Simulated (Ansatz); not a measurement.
One change: `CBCBr` becomes `[CH3][InH][CH2]Br`.

Ansatz, PBE0-D4/def2-TZVP geometries, multiplicity 1. Each molecule was computed in one conformer, which needn't be the lowest.

Elements past krypton have def2 core potentials. Scalar relativity is left out up to krypton.

```json
{"property": "HOMO energy (B3LYP/def2-TZVPP) / eV", "`CBCBr`": "-7.99"}
{"property": "HOMO–LUMO gap (B3LYP/def2-TZVPP) / eV", "`CBCBr`": "6.75"}
{"property": "HOMO–LUMO gap (PBE0/def2-TZVPP) / eV", "`CBCBr`": "7.24"}
{"property": "HOMO–LUMO gap (PBE/def2-TZVPP) / eV", "`CBCBr`": "5.01"}
{"property": "HOMO energy (PBE0/def2-TZVPP) / eV", "`CBCBr`": "-8.23"}
{"property": "LUMO energy (ωB97M-V/def2-TZVPP) / eV", "`CBCBr`": "0.94"}
```

**Question.** Give the same properties after the change, and the shifts. (Estimate.)

**Answer.** Ansatz gave: 
```csv
property,`[CH3][InH][CH2]Br`,shift
HOMO energy (B3LYP/def2-TZVPP) / eV,-6.86,1.13
HOMO–LUMO gap (B3LYP/def2-TZVPP) / eV,5.31,-1.44
HOMO–LUMO gap (PBE0/def2-TZVPP) / eV,5.79,-1.45
HOMO–LUMO gap (PBE/def2-TZVPP) / eV,3.92,-1.09
HOMO energy (PBE0/def2-TZVPP) / eV,-7.07,1.16
LUMO energy (ωB97M-V/def2-TZVPP) / eV,0.15,-0.79
```

With PBE0 the HOMO rises by 1.16 eV and the LUMO falls by 0.28 eV, so the gap narrows by about 1.44 eV. PBE moves the HOMO by 1.07 eV and ωB97M-V by 1.22 eV.

B3LYP here is the variant with VWN-RPA as its local correlation; programs differ in this.

Spin–orbit coupling is left out; it splits and shifts lone-pair levels of the heavy atoms by tenths of an eV.
